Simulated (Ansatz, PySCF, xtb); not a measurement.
Energy difference R1 + 2 R2 + 3 R3 → 5 P1 + P2, each structure at its B3LYP-D3(BJ)/def2-SVP stationary point, reached from a drawn start (curvature not checked).
R1, CH4 (SMILES C) (charge 0, multiplicity 1):
| atom | x (Å) | y (Å) | z (Å) |
|---|---|---|---|
| C | 0.0000 | 0.0000 | 0.0000 |
| H | 0.6347 | 0.6347 | 0.6347 |
| H | -0.6347 | -0.6347 | 0.6347 |
| H | 0.6347 | -0.6347 | -0.6347 |
| H | -0.6347 | 0.6347 | -0.6347 |
P1, H2 (SMILES [H][H]) (charge 0, multiplicity 1, Z-matrix in Å and degrees):
```
H
H 1 0.7609
```
R2, H2O (SMILES O) (charge 0, multiplicity 1):
```xyz
3

O      0.000     0.000     0.401
H      0.000     0.757    -0.200
H      0.000    -0.757    -0.200
```
R3: SiH4 (SMILES [SiH4]), charge 0, multiplicity 1.
P2, CH10O2Si3 (SMILES C[SiH](O[SiH3])O[SiH3]) (charge 0, multiplicity 1):
```xyz
16

Si    -1.8629    -1.7329     0.4528
O     -1.2281    -0.3099    -0.1208
Si    -0.3088     1.0306     0.2189
C     -0.2777     2.1185    -1.2898
O      1.2302     0.5440     0.6073
Si     2.3228    -0.6957     0.4511
H     -1.9551    -1.7033     1.9424
H     -3.2235    -1.9193    -0.1216
H     -0.9962    -2.8730     0.0417
H     -0.8647     1.7206     1.4119
H      0.1241     1.5651    -2.1537
H      0.3559     3.0036    -1.1206
H     -1.2928     2.4626    -1.5447
H      3.5471    -0.3439     1.2192
H      2.6827    -0.9033    -0.9822
H      1.7470    -1.9634     0.9881
```

P less R. No zero-point or thermal terms. One arrangement of each flexible species, with no search for the lowest.

The values were computed with Ansatz (Gaussian basis) for Hartree–Fock, density functionals and correlated methods; PySCF for the D3/D4 terms; xtb for the GFN methods. All values are computed, each at the level named.

Q: One of these levels gives -1.969 eV for the reaction energy. Which?
A. HF/cc-pV(D+d)Z
B. r2SCAN/def2-TZVPP
C. PBE0-D4/def2-TZVPP
D. GFN1-xTB

A: A, HF/cc-pV(D+d)Z. The others give -3.961 (GFN1-xTB), -3.149 (r2SCAN/def2-TZVPP), -2.812 (PBE0-D4/def2-TZVPP)

Ansatz is a quantum-chemistry and plane-wave program.
